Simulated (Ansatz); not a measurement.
Program: Ansatz. Geometries: PBE0-D4/def2-TZVP. ΔE: electronic, gas phase. CBS: MP2 limit from def2 TZ/QZ plus the TZ coupled-cluster correction, frozen cores.

Consider the formal exchange of groups at a C–Si bond: `B[SiH](C)C` + `[CH2]1C[SiH2][AlH]1` → `[CH3][Al]1[CH2]C[SiH2]1` + `B[SiH2]C`.

`B[SiH](C)C`:

Cartesian coordinates in Å:
```
B -0.184 1.788 -0.993
Si -0.084 -0.128 -0.394
C 1.615 -0.638 0.225
C -1.406 -0.598 0.854
H -1.220 2.389 -1.008
H 0.776 2.366 -1.418
H -0.360 -0.866 -1.675
H 1.869 -0.110 1.147
H 1.652 -1.711 0.433
H 2.385 -0.409 -0.516
H -2.401 -0.345 0.482
H -1.257 -0.069 1.799
H -1.384 -1.670 1.065
```

`[CH2]1C[SiH2][AlH]1`:

Z-matrix (Å, degrees):
```
C
Al 1 1.979
C 1 1.554 2 96.9
H 1 1.093 2 122.2 3 124.1
H 1 1.099 2 107.2 3 -113.1
Si 2 2.424 1 76.7 3 19.8
H 2 1.593 1 135.0 3 -155.4
H 3 1.094 1 113.6 2 -151.4
H 3 1.096 1 109.9 2 89.0
H 6 1.495 2 114.6 1 89.6
H 6 1.492 2 129.9 1 -126.9
```

`[CH3][Al]1[CH2]C[SiH2]1`:

Cartesian coordinates in Å:
```
C 2.047 1.663 0.803
Al 0.671 0.454 0.127
C -0.440 -1.004 0.881
C -1.582 -0.937 -0.170
Si -0.754 -0.189 -1.733
H 2.025 1.750 1.893
H 3.039 1.288 0.525
H 1.956 2.664 0.374
H 0.122 -1.939 0.755
H -0.790 -0.996 1.916
H -2.349 -0.226 0.157
H -2.088 -1.894 -0.330
H -0.205 -1.273 -2.605
H -1.653 0.637 -2.592
```

`B[SiH2]C`:

Z-matrix (Å, degrees):
```
Si
C 1 1.876
B 1 2.010 2 116.0
H 1 1.496 2 109.7 3 -120.9
H 1 1.495 2 109.8 3 122.6
H 2 1.092 1 110.7 3 -60.3
H 2 1.092 1 110.7 3 59.3
H 2 1.092 1 111.2 3 179.5
H 3 1.197 1 119.3 2 177.5
H 3 1.197 1 123.7 2 -3.1
```

```
                  species  MP2/def2-TZVPP energy (Eh)
             `B[SiH](C)C`                  -395.20992
    `[CH2]1C[SiH2][AlH]1`                  -611.21120
`[CH3][Al]1[CH2]C[SiH2]1`                  -650.45195
               `B[SiH2]C`                  -355.97217
```

Problem. Work out ΔE.

Solution. ΔE = (-650.45195) + (-355.97217) − (-395.20992) − (-611.21120) = -0.00300 Eh = -1.9 kcal/mol. CCSD(T)/CBS gives -1.8 kcal/mol.

Largest T1 diagnostic among the species: 0.012.

The D4 term adds +0.9 kcal/mol with B3LYP and +0.4 kcal/mol with PBE0; it sums over pairs of atoms, weighted by their polarisabilities, and B3LYP, whose exchange is more repulsive, gets the larger term.

B3LYP here is the variant with VWN-RPA as its local correlation; programs differ in this.
